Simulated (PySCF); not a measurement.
## Working out the ionisation energy of Kr

Kr [Kr] (1S) → Kr⁺ [Ar] 3d10 4s2 4p5 (2P). All numbers are calculated (PySCF 2.14, scalar relativity by spin-free X2C-1e, in x2c-SVPall). Frozen: [Ar] 3d10. Energies in hartree (1 hartree = 27.21139 eV):

```json
{"part": "UHF", "Kr (lower)": "-2787.687161", "Kr⁺ (upper)": "-2787.203873"}
{"part": "CCSD correlation", "Kr (lower)": "-0.136114", "Kr⁺ (upper)": "-0.115077"}
{"part": "(T)", "Kr (lower)": "-0.001398", "Kr⁺ (upper)": "-0.001271"}
```

Task: What does Hartree-Fock give?

Result: (-2787.203873) − (-2787.687161) = 0.483288 hartree = 13.151 eV.

Task: What do CCSD and CCSD(T) give?

Result: The CCSD correlation energies differ by 0.021037 hartree = 0.572 eV and the triples by 0.000127 hartree = 0.003 eV, so CCSD gives 13.723 eV and CCSD(T) 13.726 eV.

Measured between the centres of the two terms (NIST): 14.222 eV, so CCSD(T) (valence) is off by -0.496 eV.

A double-zeta basis recovers only part of the correlation energy.

What remains against the reference includes basis incompleteness, the frozen core and higher excitations.
